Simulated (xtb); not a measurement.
disilylmethane (CH₈Si₂), SMILES C([SiH3])[SiH3]. All values are semi-empirical tight-binding results from xtb (GFN2-xTB unless named), good for trends rather than for accurate numbers. Coordinates come from a GFN2-xTB optimisation.

Optimised geometry:

```xyz
11

Si     1.6057     0.0000    -0.1872
C      0.0000     0.0000     0.8257
Si    -1.6057     0.0000    -0.1872
H      2.7594     0.0050     0.7191
H      1.6655    -1.1990    -1.0258
H      1.6612     1.1939    -1.0333
H     -0.0002     0.8705     1.4832
H      0.0002    -0.8705     1.4832
H     -1.6612    -1.1939    -1.0333
H     -1.6655     1.1990    -1.0258
H     -2.7594    -0.0050     0.7191
```

Question: Estimate the properties. (An estimate is asked for; the answer gives what the named calculation found.)

Answer: 
```json
{
 "point_group_as_xtb_finds_it": "C2v",
 "orbital_gap": "5.56 eV",
 "dipole_moment": "0.37 D",
 "zero_point_energy": "46.4 kcal/mol",
 "G − E(el) at 298.15 K (modified RRHO)": "28.4 kcal/mol",
 "static polarisability (D4 model)": "73.7 bohr³",
 "solvation energy, GFN2-xTB/ALPB(water)": "0.9 kcal/mol",
 "solvation energy, GFN2-xTB/ALPB(acetonitrile)": "-1.0 kcal/mol"
}
```

Computed atomic charges and the Wiberg bond orders between heavy atoms:
charges (e) Si1 0.45, C2 -0.25, Si3 0.45, H4 -0.11, H5 -0.11, H6 -0.11, H7 0.01, H8 0.01, H9 -0.11, H10 -0.11, H11 -0.11. Bond orders Si1–C2 0.92, C2–Si3 0.92.
